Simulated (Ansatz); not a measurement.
Process, species as SMILES: F[SiH2][CH-][SiH3] -> F[SiH-]C[SiH3]
Geometries: B3LYP-D3(BJ)/def2-TZVP minima from Ansatz (an electronic-structure program), one conformer each, not searched for the lowest. Frequencies are from Ansatz.

Quantity: isomerisation energy (enthalpy at 298 K, with B3LYP-D3(BJ) rigid-rotor harmonic-oscillator terms), in kJ/mol. Cores are frozen in the correlated levels unless marked. Spin-orbit coupling is left out. Non-relativistic. Anions need diffuse functions: aug- sets have them; def2-D sets add few; the other sets have none. Basis-set limits of correlation are two-point, X^-3; Hartree-Fock from the larger set.

```csv
level,program,isomerisation energy (kJ/mol)
HF/aug-cc-pV(D+d)Z,Ansatz,46.3
HF/aug-cc-pV(T+d)Z,Ansatz,56.2
BLYP/def2-TZVPD,Ansatz,45.0
revPBE/def2-TZVPD,Ansatz,42.8
B3LYP/def2-TZVPD,Ansatz,50.0
PBE0-D3(BJ)/def2-TZVP,Ansatz + dftd3,52.4
HSE06/def2-TZVPD,Ansatz,49.0
CAM-B3LYP/def2-TZVPD,Ansatz,53.3
LC-wPBE-D3(BJ)/def2-TZVPD,Ansatz + dftd3,54.7
B2PLYP/def2-TZVPD,Ansatz,55.4
MP2/cc-pVTZ,Ansatz,60.9
MP2/aug-cc-pV(Q+d)Z,Ansatz,66.3
CCSD/STO-3G,Ansatz,-93.3
CCSD/cc-pV(D+d)Z,Ansatz,49.2
CCSD/cc-pV(T+d)Z,Ansatz,55.3
CCSD/cc-pwCVTZ,Ansatz,58.0
CCSD(T)/6-31G,Ansatz,-32.5
CCSD(T)/cc-pVTZ,Ansatz,48.2
CCSD(T)/aug-cc-pV(Q+d)Z,Ansatz,54.6
CCSD(T)/cc-pV(Q+d)Z,Ansatz,58.2
"CCSD(T)/CBS(aug-cc-pV(T+d)Z,aug-cc-pV(Q+d)Z)",Ansatz,57.3
```
